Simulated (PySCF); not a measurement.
acetone (C3H6O), singlet, geometry from GFN2-xTB; BLYP/6-31G, TDDFT (PySCF).

Input for PySCF:
```python
from pyscf import gto, scf, dft, tdscf

mol = gto.M(
    atom='''
O    -0.00202356    0.00502782    1.40163302
C    -0.00028613    0.00071094    0.19819253
C    -0.00598572    1.26596943   -0.62421820
C     0.00777494   -1.27041500   -0.61510003
H     0.00018810    2.13672408    0.02569315
H    -0.00028442   -2.13648476    0.04102096
H    -0.89240581    1.29081337   -1.25420279
H     0.86770223    1.28962202   -1.27163889
H     0.89601009   -1.29976872   -1.24232811
H    -0.86404026   -1.29872071   -1.26485435
''',
    basis='6-31g',
    verbose=4,
)

mf = dft.RKS(mol)
mf.xc = 'blyp'
mf.kernel()
td = mf.TDDFT()
td.nstates = 15
td.kernel()
td.analyze()
```

Question: Predict the main parts of the log of this PySCF run.

Answer: 
```
PySCF version 2.14.0

[INPUT] verbose = 4
[INPUT] num. atoms = 10
[INPUT] num. electrons = 32
[INPUT] charge = 0
[INPUT] spin (= nelec alpha-beta = 2S) = 0
[INPUT] symmetry False subgroup None
[INPUT] Mole.unit = angstrom
[INPUT] Symbol           X                Y                Z      unit          X                Y                Z       unit  Magmom
[...]
nuclear repulsion = 120.019461848066
number of shells = 32
number of NR pGTOs = 112
number of NR cGTOs = 48
basis = 6-31g
ecp = {}

******** <class 'pyscf.dft.rks.RKS'> ********
method = RKS
initial guess = minao
damping factor = 0
level_shift factor = 0
DIIS = <class 'pyscf.scf.diis.CDIIS'>
diis_start_cycle = 1
diis_space = 8
diis_damp = 0
SCF conv_tol = 1e-09
SCF conv_tol_grad = None
SCF max_cycles = 50
direct_scf = True
direct_scf_tol = 1e-13
XC library pyscf.dft.libxc version 7.1.2
    S. Lehtola, C. Steigemann, M. J. T. Oliveira, and M. A. L. Marques,  SoftwareX 7, 1–5 (2018)
XC functionals = blyp
    A. D. Becke,  Phys. Rev. A 38, 3098 (1988)
    C. Lee, W. Yang, and R. G. Parr,  Phys. Rev. B 37, 785 (1988)
    B. Miehlich, A. Savin, H. Stoll, and H. Preuss,  Chem. Phys. Lett. 157, 200 (1989)
radial grids:
    Treutler-Ahlrichs [JCP 102, 346 (1995); DOI:10.1063/1.469408] (M4) radial grids

becke partition: Becke, JCP 88, 2547 (1988); DOI:10.1063/1.454033
pruning grids: <function nwchem_prune>
grids dens level: 3
symmetrized grids: False
atomic radii adjust function: <function treutler_atomic_radii_adjust>
small_rho_cutoff = 0
Set gradient conv threshold to 3.16228e-05
Initial guess from minao.
tot grids = 115288
init E= -193.264351651957
[...]
cycle= 1 E= -192.821887906213  delta_E= 0.442  |g|= 0.939  |ddm|= 2.91
[...]
cycle= 2 E= -191.787310122872  delta_E= 1.03  |g|=  2.3  |ddm|= 6.99
[...]
cycle= 3 E= -192.980266822593  delta_E= -1.19  |g|= 0.377  |ddm|= 6.32
[...]
cycle= 4 E= -193.014244854996  delta_E= -0.034  |g|= 0.0987  |ddm|= 0.482
[...]
cycle= 5 E= -193.016526205175  delta_E= -0.00228  |g|= 0.0178  |ddm|= 0.0848
[...]
cycle= 6 E= -193.016605149134  delta_E= -7.89e-05  |g|= 0.0049  |ddm|= 0.0195
[...]
cycle= 7 E= -193.016612219233  delta_E= -7.07e-06  |g|= 0.000422  |ddm|= 0.0118
[...]
cycle= 8 E= -193.016612273023  delta_E= -5.38e-08  |g|= 9.94e-05  |ddm|= 0.000932
[...]
cycle= 9 E= -193.016612276063  delta_E= -3.04e-09  |g|= 1.87e-05  |ddm|= 0.000183
[...]
cycle= 10 E= -193.01661227614  delta_E= -7.73e-11  |g|= 1.19e-06  |ddm|= 2.48e-05
[...]
Extra cycle  E= -193.016612276138  delta_E= 1.93e-12  |g|= 3.52e-06  |ddm|= 6.11e-06
converged SCF energy = -193.016612276138

******** <class 'pyscf.tdscf.rks.CasidaTDDFT'> for <class 'pyscf.dft.rks.RKS'> ********
nstates = 15 singlet
deg_eia_thresh = 1.000e-03
wfnsym = None
conv_tol = 1e-05
eigh lindep = 1e-12
eigh level_shift = 0
eigh max_cycle = 100

Excitation energies (eV)
[ 4.32553764  6.93979631  7.89172114  8.38450193  8.44245389  8.54095398
  8.80395816  8.90292394  9.15695254  9.37088554  9.53600857  9.86784245
 10.1497293  10.18218597 10.2545286 ]

** Singlet excitation energies and oscillator strengths **
Excited State   1:      4.32554 eV    286.63 nm  f=0.0000
      16 -> 17       -0.70727
Excited State   2:      6.93980 eV    178.66 nm  f=0.0127
      16 -> 18        0.70688
Excited State   3:      7.89172 eV    157.11 nm  f=0.0000
      14 -> 17        0.70680
Excited State   4:      8.38450 eV    147.87 nm  f=0.0227
      16 -> 19        0.70483
Excited State   5:      8.44245 eV    146.86 nm  f=0.0014
      11 -> 17        0.13128
      13 -> 17       -0.68928
Excited State   6:      8.54095 eV    145.16 nm  f=0.0137
      15 -> 17       -0.35866
      16 -> 20        0.59742
Excited State   7:      8.80396 eV    140.83 nm  f=0.0000
      16 -> 21       -0.70496
Excited State   8:      8.90292 eV    139.26 nm  f=0.0479
      12 -> 17       -0.69750
Excited State   9:      9.15695 eV    135.40 nm  f=0.1009
       9 -> 17       -0.20598
      15 -> 17        0.46646
      16 -> 20        0.34570
      16 -> 23       -0.31293
      16 -> 25       -0.12036
Excited State  10:      9.37089 eV    132.31 nm  f=0.0128
      16 -> 22        0.70020
Excited State  11:      9.53601 eV    130.02 nm  f=0.1162
       9 -> 17        0.12383
      15 -> 17       -0.23649
      16 -> 20       -0.12570
      16 -> 23       -0.62988
Excited State  12:      9.86784 eV    125.64 nm  f=0.0072
       8 -> 17       -0.10595
      11 -> 17       -0.68224
      13 -> 17       -0.13227
Excited State  13:     10.14973 eV    122.16 nm  f=0.0000
      10 -> 17        0.70250
Excited State  14:     10.18219 eV    121.77 nm  f=0.0362
      15 -> 18        0.70083
Excited State  15:     10.25453 eV    120.91 nm  f=0.1985
      16 -> 24       -0.69291

** Transition electric dipole moments (AU) **
state          X           Y           Z        Dip. S.      Osc.
  1         0.0000     -0.0000     -0.0005      0.0000      0.0000
  2         0.0025     -0.2732      0.0010      0.0747      0.0127
  3         0.0000     -0.0000     -0.0017      0.0000      0.0000
  4         0.0024      0.3325     -0.0012      0.1106      0.0227
  5        -0.0826     -0.0012     -0.0001      0.0068      0.0014
  6        -0.0004      0.0009      0.2563      0.0657      0.0137
  7         0.0000     -0.0000     -0.0065      0.0000      0.0000
  8         0.0093     -0.4685      0.0017      0.2195      0.0479
  9         0.0010     -0.0024     -0.6706      0.4497      0.1009
 10         0.2358     -0.0184      0.0004      0.0559      0.0128
 11        -0.0010      0.0025      0.7052      0.4974      0.1162
 12         0.1729      0.0009      0.0002      0.0299      0.0072
 13        -0.0000      0.0000      0.0004      0.0000      0.0000
 14         0.3811     -0.0047      0.0006      0.1452      0.0362
 15         0.0003     -0.8888      0.0032      0.7899      0.1985

** Transition velocity dipole moments (imaginary part, AU) **
state          X           Y           Z        Dip. S.      Osc.
  1         0.0000      0.0000      0.0001      0.0000      0.0000
  2         0.0010     -0.0789      0.0003      0.0062      0.0163
  3         0.0000     -0.0000     -0.0009      0.0000      0.0000
  4         0.0011      0.0777     -0.0003      0.0060      0.0131
  5         0.0007      0.0002      0.0000      0.0000      0.0000
  6        -0.0001      0.0002      0.0440      0.0019      0.0041
  7         0.0000     -0.0000     -0.0015      0.0000      0.0000
  8         0.0032     -0.1206      0.0004      0.0145      0.0296
  9         0.0003     -0.0007     -0.1815      0.0330      0.0653
 10         0.0798     -0.0044      0.0001      0.0064      0.0124
 11        -0.0003      0.0007      0.2012      0.0405      0.0770
 12         0.1036      0.0002      0.0001      0.0107      0.0197
 13        -0.0000     -0.0000     -0.0002      0.0000      0.0000
 14         0.1530     -0.0011      0.0002      0.0234      0.0417
 15        -0.0001     -0.2346      0.0008      0.0550      0.0974

** Transition magnetic dipole moments (imaginary part, AU) **
state          X           Y           Z
  1        -0.0017      0.0042      1.1725
  2        -0.4550     -0.0016     -0.0007
  3         0.0003     -0.0006     -0.1741
  4         0.2134     -0.0123      0.0004
  5         0.0007     -1.1203      0.0040
  6        -0.0000      0.0000      0.0015
  7        -0.0003      0.0007      0.1897
  8        -0.3275     -0.0087     -0.0004
  9         0.0000     -0.0000     -0.0125
 10         0.0111      0.2633     -0.0009
 11         0.0000     -0.0000     -0.0071
 12         0.0089     -1.1318      0.0041
 13        -0.0006      0.0013      0.3831
 14        -0.0075      0.5157     -0.0018
 15         0.4448     -0.0042      0.0007
```
